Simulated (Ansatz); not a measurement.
Two isomers of CH6O3Si: A = `OC(O)(O)[SiH3]`, B = `O[SiH2]C(O)O`.

Computed with Ansatz on PBE0-D4/def2-TZVP structures; ΔE is electronic, products minus reactants. CBS: MP2 limit from def2 TZ/QZ plus the TZ coupled-cluster correction, frozen cores. DFT in def2-TZVPP. B3LYP here is the variant with VWN-RPA as its local correlation; programs differ in this. Each species was taken in one conformer, which may not be the lowest.

A:

Z-matrix (Å, degrees):
```
C
O 1 1.397
O 1 1.380 2 108.5
O 1 1.412 2 105.1 3 119.8
Si 1 1.927 2 111.3 3 -118.6
H 2 0.963 1 107.4 3 -149.2
H 3 0.968 1 107.0 2 46.5
H 4 0.962 1 108.0 2 -175.0
H 5 1.482 1 110.6 2 64.5
H 5 1.485 1 107.1 2 -55.9
H 5 1.488 1 109.3 2 -174.0
```

B:

```xyz
11

O     1.866   -0.043   -0.578
Si    0.354    0.397   -1.083
C    -0.803    0.101    0.398
O    -0.829   -1.298    0.578
O    -0.335    0.767    1.545
H     1.993   -0.980   -0.415
H    -0.093   -0.385   -2.266
H     0.428    1.842   -1.397
H    -1.817    0.493    0.244
H    -1.375   -1.492    1.349
H     0.611    0.597    1.625
```

Q: Which isomer does CCSD(T)/CBS put lower? Give the gap. (Estimate.)

A: Ansatz gave: B, by 30.3 kcal/mol.

Q: Give E(B) − E(A) in kcal/mol with MP2/def2-TZVPP, B3LYP-D4, CCSD/def2-TZVPP, CCSD(T)/def2-TZVPP, r2SCAN-D4, B2PLYP, PBE0-D4. (Estimate.)

A: Computed: MP2/def2-TZVPP -31.2, B3LYP-D4 -29.5, CCSD/def2-TZVPP -30.0, CCSD(T)/def2-TZVPP -29.4, r2SCAN-D4 -28.4, B2PLYP -30.3, PBE0-D4 -27.8. None reverses the order clearly.

Largest T1 diagnostic: 0.012.

From PBE to PBE0 (25 % exact exchange), in def2-TZVPP and without D4, E(B) − E(A) moves by −0.9 kcal/mol.
